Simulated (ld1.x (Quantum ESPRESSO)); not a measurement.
Values are calculated unless marked as measured or tabulated.
## Pseudopotentials across the periodic table

Generated with ld1.x 7.5 (TM, RRKJ, ultrasoft, PAW), atompaw 4.2 or ONCVPSP 4.0.1. The cutoff is in Ry: for ld1.x and atompaw files where the sum of valence levels is converged to 10 mRy in a Bessel basis, for ONCV files where the hardest occupied wave has 1 mHa per electron of residual kinetic energy. The error is the largest all-electron minus pseudo excitation energy over each file’s own four to seven test configurations (ionisations up to +4, promotions, holes and added fractions of an electron), all of which were solved. The labels leave out finer settings (local radius, basis sizes, second energies), which also bear on the numbers. Spin-polarised tests are not counted. The rows are a selection from randomly drawn settings: files with unsolved tests, undetermined cutoffs or missed reference levels are left out.

A true bound ghost makes a file unfit for plane-wave use even where its test errors are small: the radial tests pick states by their node count and pass the ghost by.

| element | potential | cutoff (Ry) | largest error (meV) | bound ghosts |
| --- | --- | --- | --- | --- |
| N | ultrasoft, PBEsol, scalar-relativistic, rc 0.85/2.50/2.20 (spd), local smoothed, core correction yes, reference 2s2 2p2.75 | 45 | +299 | none |
| P | TM, PBE, scalar-relativistic, rc 1.10/1.20/0.90 (spd), local d, core correction yes, reference 3s2 3p3 | 80 | +14 | s |
| S | TM, Wu–Cohen, scalar-relativistic, rc 1.10/1.70/1.85 (spd), local smoothed, core correction yes, reference 3s2 3p3.5 | 60 | +230 | none |
| Re | ultrasoft, PBE, fully relativistic, rc 2.40/4.00/2.40 (spd), local smoothed, core correction no, reference 5d5 6s2 6p0 | 18 | +252 | none |
| Pb | TM semilocal, PBE, scalar-relativistic, rc 1.95/2.20 (sp), local p, core correction yes, reference 6s1.5 6p2.5 | 21 | -84 | none |

Fill in the row for Hg: PAW, BP86, scalar-relativistic, rc 2.10/2.85/1.35 (spd), local smoothed, core correction yes, reference 5d10 6s1 6p0.

cutoff 60 Ry, largest error -86 meV, bound ghosts: none.

Fill in the row for Te: TM, PBEsol, scalar-relativistic, rc 1.50/1.55/1.60 (spd), local d, core correction yes, reference 5s1 5p5.

cutoff 60 Ry, largest error -209 meV, bound ghosts: s, p.
